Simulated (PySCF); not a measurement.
Cl₂La, doublet, geometry from GFN2-xTB (such geometries of metal compounds can be far from the true shape) (the multiplicity is a formal guess) (core potentials on La); R2SCAN/def2-SVP (PySCF).

Here is a job for PySCF.
```python
from pyscf import gto, scf, dft

mol = gto.Mole()
mol.atom = '''
    La    0.364856   -0.024101    0.430976
    Cl    0.882485    0.353027   -1.969961
    Cl   -2.105827   -0.272216    0.524924
'''
mol.basis = 'def2-svp'
mol.ecp = {'La': 'def2-svp'}
mol.charge = 0
mol.spin = 1
mol.verbose = 4
mol.build()

mf = dft.UKS(mol)
mf.xc = 'r2scan'
mf.diis = False
mf.damp = 0.3
mf.diis_start_cycle = 200
mf.max_cycle = 150
mf.kernel()
```

Question: Predict the main parts of the log of this PySCF run.

Answer: 
```
PySCF version 2.14.0

[INPUT] verbose = 4
[INPUT] num. atoms = 3
[INPUT] num. electrons = 45
[INPUT] charge = 0
[INPUT] spin (= nelec alpha-beta = 2S) = 1
[INPUT] symmetry False subgroup None
[INPUT] Mole.unit = angstrom
[INPUT] Symbol           X                Y                Z      unit          X                Y                Z       unit  Magmom
[...]
nuclear repulsion = 118.434464375076
number of shells = 28
number of NR pGTOs = 129
number of NR cGTOs = 68
basis = def2-svp
ecp = {'La': 'def2-svp'}

******** <class 'pyscf.dft.uks.UKS'> ********
method = UKS
initial guess = minao
damping factor = 0.3
level_shift factor = 0
DIIS disabled
SCF conv_tol = 1e-09
SCF conv_tol_grad = None
SCF max_cycles = 150
direct_scf = True
direct_scf_tol = 1e-13
number electrons alpha = 23  beta = 22
XC library pyscf.dft.libxc version 7.1.2
    S. Lehtola, C. Steigemann, M. J. T. Oliveira, and M. A. L. Marques,  SoftwareX 7, 1–5 (2018)
XC functionals = r2scan
    J. W. Furness, A. D. Kaplan, J. Ning, J. P. Perdew, and J. Sun,  J. Phys. Chem. Lett. 11, 8208–8215 (2020)
    J. W. Furness, A. D. Kaplan, J. Ning, J. P. Perdew, and J. Sun,  J. Phys. Chem. Lett. 11, 9248–9248 (2020)
    J. W. Furness, A. D. Kaplan, J. Ning, J. P. Perdew, and J. Sun,  J. Phys. Chem. Lett. 11, 8208–8215 (2020)
    J. W. Furness, A. D. Kaplan, J. Ning, J. P. Perdew, and J. Sun,  J. Phys. Chem. Lett. 11, 9248–9248 (2020)
radial grids:
    Treutler-Ahlrichs [JCP 102, 346 (1995); DOI:10.1063/1.469408] (M4) radial grids

becke partition: Becke, JCP 88, 2547 (1988); DOI:10.1063/1.454033
pruning grids: <function nwchem_prune>
grids dens level: 3
symmetrized grids: False
atomic radii adjust function: <function treutler_atomic_radii_adjust>
small_rho_cutoff = 0
Set gradient conv threshold to 3.16228e-05
tot grids = 62464
init E= -948.691905744124

cycle= 1 E= -951.480256832197  delta_E= -2.79  |g|= 0.614  |ddm|= 7.39
cycle= 2 E= -951.647740837881  delta_E= -0.167  |g|= 0.434  |ddm|= 2.19
cycle= 3 E= -951.623606521058  delta_E= 0.0241  |g|= 0.497  |ddm|=  1.6
cycle= 4 E= -951.657129841183  delta_E= -0.0335  |g|= 0.428  |ddm|= 1.49
cycle= 5 E= -951.611536024283  delta_E= 0.0456  |g|= 0.515  |ddm|=  1.5
cycle= 6 E= -951.647452143486  delta_E= -0.0359  |g|= 0.444  |ddm|= 1.52
cycle= 7 E= -951.596729459623  delta_E= 0.0507  |g|= 0.537  |ddm|= 1.54
cycle= 8 E= -951.637120914115  delta_E= -0.0404  |g|= 0.459  |ddm|= 1.57
cycle= 9 E= -951.581157464788  delta_E= 0.056  |g|= 0.558  |ddm|= 1.59
cycle= 10 E= -951.626268049611  delta_E= -0.0451  |g|= 0.475  |ddm|= 1.62
cycle= 11 E= -951.564452980193  delta_E= 0.0618  |g|= 0.581  |ddm|= 1.64
cycle= 12 E= -951.614717034861  delta_E= -0.0503  |g|= 0.491  |ddm|= 1.68
cycle= 13 E= -951.546400392114  delta_E= 0.0683  |g|= 0.604  |ddm|=  1.7
cycle= 14 E= -951.602365898541  delta_E= -0.056  |g|= 0.508  |ddm|= 1.74
cycle= 15 E= -951.526828492422  delta_E= 0.0755  |g|= 0.629  |ddm|= 1.76
cycle= 16 E= -951.589124126206  delta_E= -0.0623  |g|= 0.525  |ddm|=  1.8
cycle= 17 E= -951.505549425968  delta_E= 0.0836  |g|= 0.654  |ddm|= 1.82
cycle= 18 E= -951.574887008812  delta_E= -0.0693  |g|= 0.543  |ddm|= 1.86
cycle= 19 E= -951.482331680907  delta_E= 0.0926  |g|= 0.681  |ddm|= 1.89
cycle= 20 E= -951.559521953161  delta_E= -0.0772  |g|= 0.561  |ddm|= 1.93
cycle= 21 E= -951.456876493416  delta_E= 0.103  |g|= 0.71  |ddm|= 1.96
cycle= 22 E= -951.542854318263  delta_E= -0.086  |g|= 0.581  |ddm|=    2
cycle= 23 E= -951.428787065184  delta_E= 0.114  |g|= 0.74  |ddm|= 2.03
cycle= 24 E= -951.524647686697  delta_E= -0.0959  |g|= 0.602  |ddm|= 2.08
cycle= 25 E= -951.397520918215  delta_E= 0.127  |g|= 0.773  |ddm|= 2.11
cycle= 26 E= -951.504572753739  delta_E= -0.107  |g|= 0.623  |ddm|= 2.16
cycle= 27 E= -951.36230831537  delta_E= 0.142  |g|= 0.808  |ddm|= 2.19
cycle= 28 E= -951.482154325241  delta_E= -0.12  |g|= 0.647  |ddm|= 2.24
cycle= 29 E= -951.32201507723  delta_E= 0.16  |g|= 0.847  |ddm|= 2.28
[...]
cycle= 97 E= -909.493267228193  delta_E= 6.19  |g|= 6.25  |ddm|= 10.3
cycle= 98 E= -914.261463102848  delta_E= -4.77  |g|=  5.8  |ddm|= 10.7
cycle= 99 E= -915.685177135777  delta_E= -1.42  |g|= 5.83  |ddm|= 11.5
cycle= 100 E= -909.493018900443  delta_E= 6.19  |g|= 6.25  |ddm|= 10.3
cycle= 101 E= -914.261532458676  delta_E= -4.77  |g|=  5.8  |ddm|= 10.7
cycle= 102 E= -915.684791365512  delta_E= -1.42  |g|= 5.83  |ddm|= 11.5
cycle= 103 E= -909.493270415219  delta_E= 6.19  |g|= 6.25  |ddm|= 10.3
cycle= 104 E= -914.261462372207  delta_E= -4.77  |g|=  5.8  |ddm|= 10.7
cycle= 105 E= -915.685175998752  delta_E= -1.42  |g|= 5.83  |ddm|= 11.5
cycle= 106 E= -909.493020375387  delta_E= 6.19  |g|= 6.25  |ddm|= 10.3
cycle= 107 E= -914.261531510719  delta_E= -4.77  |g|=  5.8  |ddm|= 10.7
cycle= 108 E= -915.684790943238  delta_E= -1.42  |g|= 5.83  |ddm|= 11.5
cycle= 109 E= -909.493273163783  delta_E= 6.19  |g|= 6.25  |ddm|= 10.3
cycle= 110 E= -914.261461754588  delta_E= -4.77  |g|=  5.8  |ddm|= 10.7
cycle= 111 E= -915.685175011516  delta_E= -1.42  |g|= 5.83  |ddm|= 11.5
cycle= 112 E= -909.493021512691  delta_E= 6.19  |g|= 6.25  |ddm|= 10.3
cycle= 113 E= -914.261530711536  delta_E= -4.77  |g|=  5.8  |ddm|= 10.7
cycle= 114 E= -915.684790618711  delta_E= -1.42  |g|= 5.83  |ddm|= 11.5
cycle= 115 E= -909.493275563572  delta_E= 6.19  |g|= 6.25  |ddm|= 10.3
cycle= 116 E= -914.261461260536  delta_E= -4.77  |g|=  5.8  |ddm|= 10.7
cycle= 117 E= -915.685174128087  delta_E= -1.42  |g|= 5.83  |ddm|= 11.5
cycle= 118 E= -909.49302240199  delta_E= 6.19  |g|= 6.25  |ddm|= 10.3
cycle= 119 E= -914.261530014998  delta_E= -4.77  |g|=  5.8  |ddm|= 10.7
cycle= 120 E= -915.684790365267  delta_E= -1.42  |g|= 5.83  |ddm|= 11.5
cycle= 121 E= -909.493277728253  delta_E= 6.19  |g|= 6.25  |ddm|= 10.3
cycle= 122 E= -914.261460848291  delta_E= -4.77  |g|=  5.8  |ddm|= 10.7
cycle= 123 E= -915.68517331342  delta_E= -1.42  |g|= 5.83  |ddm|= 11.5
cycle= 124 E= -909.493023125896  delta_E= 6.19  |g|= 6.25  |ddm|= 10.3
cycle= 125 E= -914.261529386303  delta_E= -4.77  |g|=  5.8  |ddm|= 10.7
cycle= 126 E= -915.684790158523  delta_E= -1.42  |g|= 5.83  |ddm|= 11.5
cycle= 127 E= -909.493279739578  delta_E= 6.19  |g|= 6.25  |ddm|= 10.3
cycle= 128 E= -914.261460490654  delta_E= -4.77  |g|=  5.8  |ddm|= 10.7
cycle= 129 E= -915.685172541878  delta_E= -1.42  |g|= 5.83  |ddm|= 11.5
cycle= 130 E= -909.493023740775  delta_E= 6.19  |g|= 6.25  |ddm|= 10.3
cycle= 131 E= -914.261528802373  delta_E= -4.77  |g|=  5.8  |ddm|= 10.7
cycle= 132 E= -915.684789981733  delta_E= -1.42  |g|= 5.83  |ddm|= 11.5
cycle= 133 E= -909.493281652699  delta_E= 6.19  |g|= 6.25  |ddm|= 10.3
cycle= 134 E= -914.261460169501  delta_E= -4.77  |g|=  5.8  |ddm|= 10.7
cycle= 135 E= -915.685171796201  delta_E= -1.42  |g|= 5.83  |ddm|= 11.5
cycle= 136 E= -909.493024284312  delta_E= 6.19  |g|= 6.25  |ddm|= 10.3
cycle= 137 E= -914.26152824786  delta_E= -4.77  |g|=  5.8  |ddm|= 10.7
cycle= 138 E= -915.684789823737  delta_E= -1.42  |g|= 5.83  |ddm|= 11.5
cycle= 139 E= -909.493283504188  delta_E= 6.19  |g|= 6.25  |ddm|= 10.3
cycle= 140 E= -914.261459872844  delta_E= -4.77  |g|=  5.8  |ddm|= 10.7
cycle= 141 E= -915.685171065008  delta_E= -1.42  |g|= 5.83  |ddm|= 11.5
cycle= 142 E= -909.4930247814  delta_E= 6.19  |g|= 6.25  |ddm|= 10.3
cycle= 143 E= -914.261527712661  delta_E= -4.77  |g|=  5.8  |ddm|= 10.7
cycle= 144 E= -915.684789677204  delta_E= -1.42  |g|= 5.83  |ddm|= 11.5
cycle= 145 E= -909.493285317956  delta_E= 6.19  |g|= 6.25  |ddm|= 10.3
cycle= 146 E= -914.261459592796  delta_E= -4.77  |g|=  5.8  |ddm|= 10.7
cycle= 147 E= -915.685170340961  delta_E= -1.42  |g|= 5.83  |ddm|= 11.5
cycle= 148 E= -909.493025248362  delta_E= 6.19  |g|= 6.25  |ddm|= 10.3
cycle= 149 E= -914.26152719023  delta_E= -4.77  |g|=  5.8  |ddm|= 10.7
cycle= 150 E= -915.684789537368  delta_E= -1.42  |g|= 5.83  |ddm|= 11.5
SCF not converged.
SCF energy = -915.684789537368 after 150 cycles  <S^2> = 0.75011258  2S+1 = 2.0001126
```

Convergence was not reached.
